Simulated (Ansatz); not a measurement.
Ansatz (an electronic-structure program) input:

Ansatz 0.2 input:
```yaml
crystal:
  periodic: [false, false, false]
  atoms:
    - {symbol: C, position_ang: [-1.94061099, 0.06618465, 0.16280738]}
    - {symbol: C, position_ang: [-0.62160910, -0.19048436, -0.42344593]}
    - {symbol: O, position_ang: [-0.10581581, -0.62061179, -1.34929392]}
    - {symbol: O, position_ang: [0.52589623, 0.45781394, 0.69306681]}
    - {symbol: C, position_ang: [1.95413285, 0.15304180, 0.49379757]}
    - {symbol: H, position_ang: [-2.69327212, -0.24422316, -0.56097742]}
    - {symbol: H, position_ang: [-2.04311369, 1.12903427, 0.38740779]}
    - {symbol: H, position_ang: [-2.05625239, -0.50909661, 1.08408693]}
    - {symbol: H, position_ang: [2.11213893, 0.15037017, -0.57922365]}
    - {symbol: H, position_ang: [2.51390368, 0.95774325, 0.96147219]}
    - {symbol: H, position_ang: [2.18181966, -0.81658684, 0.92807905]}
    - {symbol: H, position_ang: [0.27265613, 0.46268908, 1.63001780]}
basis:
  gaussian:
    orbitals: def2-TZVP
hamiltonian:
  xc: b3lyp
  dispersion: d3bj
total_charge: 1
phonons: {temperatures: {t_min: 298.15, t_max: 298.15, t_step: 100}}
```

Question: Which total energy does the run end on?

Answer: -268.80896 Eh (B3LYP-D3(BJ)/def2-TZVP). The basis has 197 functions. The run takes around 7 core-minutes (rough).

It need not be the lowest isomer of its formula.
